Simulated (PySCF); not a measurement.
# Nuclear quadrupole coupling in `C#C[SiH2]C#C[SiH2][C@@H]1C[C@H]1N`

C₇H₁₁NSi₂.
Cartesian coordinates in Å at the GFN2-xTB level; atoms count from 1:
```
atom  x, y, z in Å
C1     5.0510    1.9634   -0.7863
C2     4.6457    0.9549   -0.2733
Si3    4.0226   -0.6025    0.5115
C4     2.2740   -0.8140   -0.0588
C5     1.1295   -0.9505   -0.4299
Si6   -0.6231   -1.1172   -0.9993
C7    -1.6788   -0.0338    0.1199
C8    -2.6840   -0.6349    1.0743
C9    -3.1681    0.1063   -0.1225
N10   -3.8610    1.3485    0.0338
H11    5.4052    2.8467   -1.2359
H12    4.8333   -1.7361    0.0478
H13    4.0519   -0.4483    1.9724
H14   -0.7094   -0.6471   -2.3906
H15   -1.0420   -2.5215   -0.9013
H16   -1.1969    0.8670    0.4898
H17   -2.7982   -1.7085    1.0952
H18   -2.8057   -0.1714    2.0429
H19   -3.5962   -0.4754   -0.9317
H20   -3.7758    1.9185   -0.8017
H21   -3.4831    1.8728    0.8158
```

Field gradients from the PBE0/pcSseg-1 density (PySCF, non-relativistic), principal values in atomic units, ordered |Vxx| ≤ |Vyy| ≤ |Vzz|:

| atom | Vxx | Vyy | Vzz |
| --- | --- | --- | --- |
| N10 | 0.5048 | 0.6701 | -1.1748 |

**Question.** Find the asymmetry η = (Vxx − Vyy)/Vzz and the couplings χ = eQV/h (234.96 MHz × Q in barn × V in au), with Q(14N) = 0.02044 b.

**Answer.** 
```csv
atom,environment,nucleus,η,χzz (MHz),χxx (MHz),χyy (MHz)
N10,primary amine nitrogen,14N,0.14,-5.64,2.42,3.22
```

The tensor is traceless: Vxx + Vyy + Vzz = 0.

**Question.** What is Vzz at N10 in SI units (1 au = 9.71736 × 10²¹ V/m²)?

**Answer.** -1.1748 au = -11.416 × 10²¹ V/m².

**Question.** And the gradient at the other heavy atoms, for which no coupling is worked out here?

**Answer.** 
| atom | environment | Vzz (au) | η |
| --- | --- | --- | --- |
| C1 | terminal alkyne carbon | -0.362 | 0.02 |
| C2 | alkyne carbon | -0.338 | 0.00 |
| Si3 | SiH2 silicon | -0.357 | 0.96 |
| C4 | alkyne carbon | -0.379 | 0.02 |
| C5 | alkyne carbon | -0.414 | 0.01 |
| Si6 | SiH2 silicon | 0.327 | 0.25 |
| C7 | sp3 carbon bound to silicon | 0.196 | 0.36 |
| C8 | three-membered-ring carbon | 0.188 | 0.15 |
| C9 | sp3 carbon bound to nitrogen | 0.237 | 0.54 |

**Question.** What couplings would deuterons (Q(2H) = 0.00286 b) have in place of the hydrogens, at this geometry?

**Answer.** 
| atom | bonded to | bond length (Å) | Vzz (au) | η | χzz (kHz) |
| --- | --- | --- | --- | --- | --- |
| H11 | C1 | 1.053 | 0.3863 | 0.00 | 260 |
| H12 | Si3 | 1.469 | 0.1553 | 0.01 | 104 |
| H13 | Si3 | 1.469 | 0.1550 | 0.01 | 104 |
| H14 | Si6 | 1.471 | 0.1560 | 0.01 | 105 |
| H15 | Si6 | 1.469 | 0.1573 | 0.02 | 106 |
| H16 | C7 | 1.086 | 0.3213 | 0.08 | 216 |
| H17 | C8 | 1.080 | 0.3298 | 0.07 | 222 |
| H18 | C8 | 1.081 | 0.3300 | 0.08 | 222 |
| H19 | C9 | 1.085 | 0.3162 | 0.11 | 212 |
| H20 | N10 | 1.015 | 0.3969 | 0.17 | 267 |
| H21 | N10 | 1.014 | 0.3978 | 0.18 | 267 |

Geometry: GFN2-xTB, one conformer, isolated molecule. GFN2-xTB bond lengths can be off by several hundredths of an ångström, more for odd bonds, and the gradients follow them. The small basis limits the accuracy of the gradients.

These values come from a run that also computed NMR shieldings. The run took 69 s wall on one thread of an Arm Neoverse V2, shared host, and the process peaked at 1.1 GiB of memory.
